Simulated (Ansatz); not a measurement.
Cost and result for the atomization energy of C$_{2}$H$_{8}$AlClSi (`C[SiH2][Al]([CH3])[Cl]`) (13 atoms, 12 bonds).

```xyz
13

C     0.5859   -1.5086   -1.4617
Si   -0.0164   -1.5238    0.3231
Al   -0.4669    0.7095    1.2297
C    -0.2384    2.4018    0.2977
Cl   -1.1741    0.7716    3.2211
H     1.5138   -0.9402   -1.5564
H    -0.1557   -1.0518   -2.1208
H     0.7735   -2.5246   -1.8161
H     1.0011   -2.1994    1.1830
H    -1.2578   -2.3485    0.4203
H    -0.4738    3.2612    0.9289
H    -0.8817    2.4423   -0.5880
H     0.7906    2.5105   -0.0610
```

Total charge 0; spin multiplicity 1. The geometry is a stationary point of PBE0-D4/def2-TZVP. It is one conformer, not always the lowest. Program: Ansatz. All runs use 4 threads of an AMD EPYC 9R45 on a shared host. Times are those of one run each, without the atoms' runs, and a repeat can differ threefold. Electronic energies, without spin–orbit coupling; frozen cores. CCSD(T)/CBS adds CCSD(T) − MP2 in def2-TZVPP to the MP2 limit, and its time is that of the two runs behind it. T1 = 0.010. B3LYP takes the VWN-RPA correlation (the form of Gaussian; ORCA's B3LYP/G).

CCSD(T)/CBS is a level of theory with its own doubt, some kJ/mol a heavy atom from the limit and from the frozen cores, so smaller differences don't rank the functionals.

| level | functions | wall time | atomization (kJ/mol) | difference from CCSD(T)/CBS | per bond |
| --- | --- | --- | --- | --- | --- |
| PBE-D4/def2-TZVPP (with forces) | 300 | 1.8 s | 4492.1 | 14.1 | 1.2 |
| PBE0-D4/def2-TZVPP | 300 | 2.2 s | 4468.7 | -9.3 | -0.8 |
| r2SCAN-D4/def2-TZVPP (with forces) | 300 | 2.9 s | 4492.0 | 14.0 | 1.2 |
| B3LYP-D4/def2-TZVPP (with forces) | 300 | 3.7 s | 4460.5 | -17.5 | -1.5 |
| B2PLYP/def2-TZVPP | 300 | 3.9 s | 4414.3 | -63.7 | -5.3 |
| ωB97X-V/def2-TZVPP | 300 | 5 s | 4492.3 | 14.3 | 1.2 |
| ωB97M-V/def2-TZVPP (with forces) | 300 | 8 s | 4481.6 | 3.6 | 0.3 |
| MP2/def2-QZVPP | 564 | 16 s | 4458.2 | -19.8 | -1.7 |
| CCSD(T)/def2-TZVPP | 300 | 110 s | 4373.0 | -105.0 | -8.7 |
| CCSD(T)/CBS(def2) | – | 2.1 min | 4478.0 | 0.0 | 0.0 |

The D4 term adds +43.2 kJ/mol with B3LYP and +23.3 kJ/mol with PBE0; it sums over pairs of atoms, weighted by their polarisabilities, and B3LYP, whose exchange is more repulsive, gets the larger term. From PBE to PBE0 (25 % exact exchange), in def2-TZVPP and without D4, the atomization energy moves by −19.8 kJ/mol: exact exchange takes away binding that semilocal exchange gives to molecules. In def2-TZVPP, CCSD(T) changes the Hartree–Fock value by +930.8 kJ/mol (the triples alone add +48.1 kJ/mol) and MP2 by +954.1 kJ/mol; breaking electron pairs costs correlation energy, which Hartree–Fock lacks.
